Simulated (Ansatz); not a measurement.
Isolated molecules relaxed with PBE0-D4/def2-TZVP in Ansatz; ΔE leaves out vibrations. CCSD(T)/CBS is the MP2 limit (def2-TZVPP, def2-QZVPP) plus CCSD(T) − MP2 in def2-TZVPP, frozen cores. Functionals use def2-TZVPP. B3LYP here is the variant with VWN-RPA as its local correlation; programs differ in this. For Ge outer-core shells are correlated without core-valence functions, which leaves a few kJ/mol of doubt a bond. Scalar relativity is left out up to krypton. Each species was taken in one conformer, which may not be the lowest.

Reaction (cleavage of the B–Si bond): `CB[SiH2]O` + `[SH][GeH3]` → `CB[S][GeH3]` + silanol

```json
{"level": "PBE-D4", "ΔE (eV)": "-1.21"}
{"level": "PBE", "ΔE (eV)": "-1.20"}
{"level": "r2SCAN", "ΔE (eV)": "-1.26"}
{"level": "B3LYP", "ΔE (eV)": "-1.21"}
{"level": "SCS-MP2/def2-TZVPP", "ΔE (eV)": "-1.34"}
{"level": "HF/CBS(def2)", "ΔE (eV)": "-1.22"}
{"level": "MP2/CBS(def2)", "ΔE (eV)": "-1.38"}
{"level": "CCSD/CBS(def2)", "ΔE (eV)": "-1.24"}
```

What does CCSD(T)/CBS give? (An estimate is asked.)

Computed: -1.27 eV. The listed levels differ from it by 0.06, 0.07, 0.01, 0.06, -0.07, 0.05, -0.11, 0.03 eV.

Largest T1 diagnostic among the species: 0.013.

In def2-TZVPP, CCSD(T) changes the Hartree–Fock value by −0.06 eV (the triples alone add −0.03 eV) and MP2 by −0.17 eV.
